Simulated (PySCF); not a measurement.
(Z)-1,2-difluoroethene (C2H2F2), SMILES F/C=C\F.

Geometry optimised at B3LYP-D3(BJ)/def2-SVP.

These are TDDFT-PBE0/def2-SVPD (PySCF) values and carry that method's errors.

Vertical excitations. The molecule is in vacuum. State labels are in the subgroup C2v.

```
state  symmetry  energy (eV)  λ (nm)      f                            main pairs
-----  --------  -----------  ------  -----  ------------------------------------
S1           B1         6.64     187  0.022                      HOMO→LUMO+1 96 %
S2           B2         7.81     159  0.345                        HOMO→LUMO 97 %
S3           B1         7.82     159  0.004                      HOMO→LUMO+2 96 %
S4           A2         8.26     150  0.000                      HOMO→LUMO+3 99 %
S5           A2         9.02     137  0.000                      HOMO−1→LUMO 98 %
S6           B1         9.28     134  0.026                      HOMO→LUMO+5 94 %
S7           A2         9.43     131  0.000                      HOMO→LUMO+4 97 %
S8           A1         9.87     126  0.000  HOMO−1→LUMO+1 70 %, HOMO→LUMO+6 25 %
S9           A1         9.98     124  0.030  HOMO→LUMO+6 73 %, HOMO−1→LUMO+1 22 %
S10          B1        10.16     122  0.001                      HOMO−2→LUMO 91 %
T1           B2         4.41     281      0                        HOMO→LUMO 97 %
T2           B1         6.23     199      0                      HOMO→LUMO+1 88 %
T3           B1         7.55     164      0                      HOMO→LUMO+2 89 %
T4           A2         8.14     152      0                      HOMO→LUMO+3 96 %
```
Triplets are in the Tamm–Dancoff approximation, which puts them higher than full response would, so one can lie above its singlet here.
